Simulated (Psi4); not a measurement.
Psi4 input (wB97X-D/6-311+G**):

```
memory 1500 MB

molecule {
0 1
Cl    2.00086400    1.73970500    0.34416100
Si    1.16314600   -0.12960600    0.00361600
Si   -1.16297900    0.13073900   -0.01039000
Cl   -2.00103600   -1.74086600   -0.33722300
H     1.59748900   -1.03830400    1.08572700
H     1.65732700   -0.63088800   -1.29634900
H    -1.59805400    1.03162100   -1.09875100
H    -1.65618900    0.64144000    1.28625100
symmetry c1
no_reorient
no_com
}

set {
  basis 6-311+G**
  reference rks
  scf_type df
  df_basis_scf def2-universal-jkfit
  dft_radial_points 99
  dft_spherical_points 590
  e_convergence 1e-8
  d_convergence 1e-7
  maxiter 150
}

e = energy('wb97x-d')
print_out(f'\nFINAL {e:.10f} DIPOLE {variable("CURRENT DIPOLE")[0]:.6f} {variable("CURRENT DIPOLE")[1]:.6f} {variable("CURRENT DIPOLE")[2]:.6f}\n')
```

From the output:

```
     121A      2.637267   122A      2.720720   123A      2.733859
     124A      2.762743   125A      5.590406   126A      5.645305
     127A      9.781568   128A      9.799298   129A     11.433747
     130A     11.463539   131A     11.487410   132A     11.509924
     133A     11.513487   134A     11.515261   135A     25.947288
     136A     25.978638   137A     25.988051   138A     26.048359
     139A     26.306126   140A     26.319527   141A    141.103746
     142A    141.174372   143A    215.854123   144A    215.873377

    Final Occupation by Irrep:
              A
    DOCC [    33 ]
    NA   [    33 ]
    NB   [    33 ]

  @DF-RKS Final Energy: -1501.90415665197247

   => Energetics <=

    Nuclear Repulsion Energy =            316.6573250359671192
    One-Electron Energy =               -2707.0857068217437700
    Two-Electron Energy =                 961.1895345830419046
    DFT Exchange-Correlation Energy =     -72.6621593231248255
    Empirical Dispersion Energy =          -0.0031501261129040
    VV10 Nonlocal Energy =                  0.0000000000000000
    Total Energy =                      -1501.9041566519724711

Computation Completed

Properties will be evaluated at   0.000000,   0.000000,   0.000000 [a0]

Properties computed using the SCF density matrix

 Multipole Moments:

 ------------------------------------------------------------------------------------
     Multipole            Electronic (a.u.)      Nuclear  (a.u.)        Total (a.u.)
 ------------------------------------------------------------------------------------

 L = 1.  Multiply by 2.5417464519 to convert [e a0] to [Debye]
 Dipole X            :          0.0001269           -0.0000246            0.0001023
 Dipole Y            :          0.0007139           -0.0000113            0.0007026
 Dipole Z            :         -0.0041836           -0.0000227           -0.0042062
 Magnitude           :                                                    0.0042657

 ------------------------------------------------------------------------------------

FINAL -1501.9041566520 DIPOLE 0.000102 0.000703 -0.004206

*** Psi4 exiting successfully. Buy a developer a beer!
```

The geometry given is a B3LYP-D3(BJ)/def2-TZVP minimum.
